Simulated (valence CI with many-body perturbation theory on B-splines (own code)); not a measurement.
Results of a calculation; reference values are marked as such.
**Sn XXXVII: what the settings do**

Level of theory: valence CI with perturbative core correlation (CI+MBPT): four valence electrons over a frozen Dirac-Fock core [Ne], a basis of 6 s, 6 p, 5 d, 3 f, 1 g functions for each j, with the one-electron correlation potential Σ1, the two-electron term Σ2, the three-electron term Σ3, Breit, model QED; selected CI, second order for the rest, scaled by the run's own slope (own B-spline code, finite nucleus).

The last digits are not significant, and no measured levels were compared; by estimate large intervals hold to a few tenths of a per cent, small ones and those within an open d or f shell to about a per cent.

The reference run has the lowest level (3s^2 3p1/2^2) J=0 and an ionisation energy of 2440.77 eV. Its largest variational space holds 9991 state functions.

Levels are named by their leading jj configuration (3d3/2^4 stands for four electrons in 3d with j = 3/2), which in mixed levels can hold well under half, so a name can repeat and another be missing. Letters in brackets count levels of one name in rising energy.

Changed runs:
A. orbitals per symmetry with explicit Σ2 and valence Breit (the others get mean screening factors) 5 → 1
B. size limit of the variational space 10000 → 1500; second order for the rest on → off
C. cutoff of virtual states (hartree) 5000 → 5340
D. start configuration 3s2 3p2 → 3s4 (bad on purpose)

Excitation energies of the reference run in cm⁻¹, and shifts in cm⁻¹:

| Level | Reference | A | B | C |
| --- | --- | --- | --- | --- |
| (3s^2 3p1/2 3p3/2) J=1 | 403483 | -0.8 | +711 | +0.2 |
| (3s^2 3p1/2 3p3/2) J=2 | 449982 | -0.4 | +765 | +0.2 |
| (3s^2 3p3/2^2) J=2 | 887105 | +10 | +736 | +0.4 |
| (3s^2 3p3/2^2) J=0 | 990048 | +48 | +19 | +0.4 |
| (3s 3p1/2^2 3p3/2) J=2 | 1129110 | -30 | +1109 | -2.6 |
| (3s 3p1/2^2 3p3/2) J=1 | 1275430 | -6.3 | +1257 | -1.9 |
| (3s^2 3p1/2 3d3/2) J=2 | 1471170 | -62 | +2336 | +3.6 |
| (3s 3p1/2 3p3/2^2) J=2 [a] | 1484570 | -28 | +1225 | -1.2 |
| (3s 3p1/2 3p3/2^2) J=3 | 1560890 | -39 | +1540 | -0.5 |
| (3s^2 3p1/2 3d3/2) J=1 | 1655740 | -15 | +1928 | +1.9 |
| (3s 3p1/2 3p3/2^2) J=0 | 1677640 | +14 | +118 | -1.9 |
| (3s^2 3p1/2 3d5/2) J=2 | 1696540 | -21 | +2072 | +1.9 |
| Ionisation energy (eV) | 2440.77 | +0.0051 | +0.0033 | +0.0006 |

Run D: It gave no result: a shell was given more electrons than it holds. The program said: "a valence shell holds more than 4l+2 electrons".
